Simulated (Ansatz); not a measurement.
Reactions of CH3NOSi, SMILES `O=C=N[SiH3]`.

Computed with Ansatz on PBE0-D4/def2-TZVP structures; ΔE is electronic, products minus reactants. CCSD(T)/CBS is the MP2 limit (def2-TZVPP, def2-QZVPP) plus CCSD(T) − MP2 in def2-TZVPP, frozen cores. This one scheme is used for every species, atoms too. DFT in def2-TZVPP. B3LYP here is the variant with VWN-RPA as its local correlation; programs differ in this. No spin–orbit coupling; open shells (•) take unrestricted orbitals. Spin–orbit coupling would lower the free atoms: a little for F. Bonds to Ga are less sure, by a few kJ/mol each and by 10 to 20 or more in all where they break to atoms, as the def2 sets lack core-valence functions. Scalar relativity is left out up to krypton. One conformer a species, not always the lowest.

```csv
reaction,CCSD(T)/CBS(def2) (kJ/mol)
`O=C=N[SiH3]` + `[CH2]1[CH2][GaH]1` → `[SiH3][CH]1[CH2][GaH]1` + `N=C=O`,?
`O=C=N[SiH3]` → `O=C1N[SiH2]1`,172
`O=C=N[SiH3]` + `C=C[SiH2]N` → `C=C[SiH2]N[SiH3]` + `N=C=O`,?
`O=C=N[SiH3]` + `[OH][AlH][SiH3]` → `[SiH3][O][AlH][SiH3]` + `N=C=O`,-21
`O=C=N[SiH3]` → `O[SiH]1C=N1`,90
`O=C=N[SiH3]` + `NCS` → `[SiH3]NCS` + `N=C=O`,37
`O=C=N[SiH3]` + F• → `O=C=N[SiH2]`• + H–F,-187
```

Task: Fill in the missing values. (Best estimate.)

Result: Computed: `O=C=N[SiH3]` + `[CH2]1[CH2][GaH]1` → `[SiH3][CH]1[CH2][GaH]1` + `N=C=O`: +26.0 kJ/mol; `O=C=N[SiH3]` + `C=C[SiH2]N` → `C=C[SiH2]N[SiH3]` + `N=C=O`: +28.5 kJ/mol.

Largest T1 diagnostic: 0.018, for `O=C=N[SiH2]`•.
